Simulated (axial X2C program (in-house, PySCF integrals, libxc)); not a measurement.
## LiCs⁺: from Re and ωe to a spectrum

A bond curve at the CCSD(T) level, with spin–orbit coupling, was computed with an in-house relativistic program for diatomic molecules (basis Cs dyall-cv3z [15s15p9d4f1g], Li dyall-cv3z [7s8p2d] (cores contracted in-house)) for the state Ω = 1/2 (⟨Sz⟩ = 0.50, ⟨Lz⟩ = 0.00 at HF). Its fit gives Re = 4.3019 Å, ωe = 124.3 cm⁻¹, ωexe = 0.916 cm⁻¹ and αe = 1.351e-03 cm⁻¹; the masses are 132.9054 and 7.0160 u. Two-component means X2C with spin–orbit coupling and atomic mean-field Coulomb and Gaunt terms.

Correlated methods: 9 electrons correlated (number of frozen shells: Cs 4 s, 3 p, 2 d; Li 1 s), 271 virtual spin orbitals or spinors in MP2, 77 natural virtuals in coupled cluster.

Problem. Find the reduced mass, Be and the force constant.

Solution. From the CCSD(T) values: μ = 6.6642 u. Be = 16.8576/(μ Re²) = 0.1367 cm⁻¹. k = 5.8918×10⁻⁷ μ ωe² = 0.0607 mdyn/Å.

Problem. Where do the fundamental and the first overtone lie?

Solution. ν(1←0) = ωe − 2ωexe = 122.5 cm⁻¹; ν(2←0) = 2ωe − 6ωexe = 243.1 cm⁻¹.

Problem. Estimate the centrifugal constant by the Kratzer relation.

Solution. D = 4Be³/ωe² = 6.61e-07 cm⁻¹.

Problem. A Morse curve ties αe to the other constants (Pekeris). How well does that hold?

Solution. αe(Morse) = 6Be²/ωe × (√(ωexe/Be) − 1) = 1.433e-03 cm⁻¹; the CCSD(T) curve gives 1.351e-03 cm⁻¹, a ratio of 1.06.

Problem. Estimate De from a Morse curve and compare with the computed well depth of 0.404 eV to Cs+ + Li.

Solution. De(Morse) = ωe²/(4ωexe) = 0.523 eV against 0.404 eV computed, a ratio of 1.29. The extrapolation overshoots: the well softens faster than a Morse curve, or the lowest atomic limit lies below the one to which the curve heads.

Occupations by symmetry block were frozen at the best pattern of an incomplete PBE0 search. De is counted from the lowest determinant-based energies of the atoms at the same level, without counterpoise correction. Coupled cluster ran in a truncated set of natural virtual spinors; the MP2 energy of the rest was added. (T) has no such correction and the atoms are truncated less, which lowers De at CCSD(T) by a hundredth of an eV or more.
